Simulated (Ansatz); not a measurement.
```xyz
20

Ge   -2.214    0.900    1.266
Si    0.061    1.513    1.607
Si    0.978    2.222   -0.419
Ge    0.733    0.474   -2.016
Ge    1.496   -1.637   -1.085
Ge   -0.216   -2.767    0.207
H    -3.054    2.155    0.974
H    -2.800    0.190    2.497
H    -2.335   -0.044    0.057
H     0.828    0.329    2.086
H     0.142    2.574    2.648
H     0.283    3.452   -0.891
H     2.427    2.530   -0.264
H     1.539    0.793   -3.290
H    -0.747    0.332   -2.419
H     2.729   -1.385   -0.196
H     1.933   -2.572   -2.230
H    -1.501   -2.898   -0.626
H    -0.543   -1.986    1.491
H     0.263   -4.174    0.603
```

Total charge 0; spin multiplicity 1.

**Question.** List the CAM-B3LYP/def2-TZVPP orbital energies in eV (the Gaussian-basis code of Ansatz). (An estimate is asked.)

**Answer.** The calculation gave: Occupied: -10852.05, -10852.04, -10852.00, -10851.97, -1800.99, -1800.98, -1356.33, -1356.32, -1356.29, -1356.26, -1207.29, -1207.28, -1207.27, -1207.27, -1207.26, -1207.26, -1207.24, -1207.23, -1207.23, -1207.21, -1207.20, -1207.20, -171.10, -171.10, -171.06, -171.04, -145.61, -145.60, -121.40, -121.39, -121.38, -121.38, -121.38, -121.37, -121.35, -121.33, -121.33, -121.33, -121.33, -121.33, -100.93, -100.93, -100.92, -100.92, -100.91, -100.91, -35.07, -35.04, -34.99, -34.97, -34.97, -34.93, -34.93, -34.91, -34.91, -34.90, -34.88, -34.88, -34.87, -34.86, -34.84, -34.84, -34.84, -34.83, -34.82, -34.78, -18.69, -18.04, -17.47, -16.47, -15.70, -14.92, -12.09, -11.81, -11.44, -11.26, -11.15, -10.98, -10.85, -10.73, -10.39, -9.74, -9.47, -9.09, -8.82. Lowest empty: 0.48, 0.68, 0.92, 0.94, 0.98, 1.28, 1.38, 1.64.
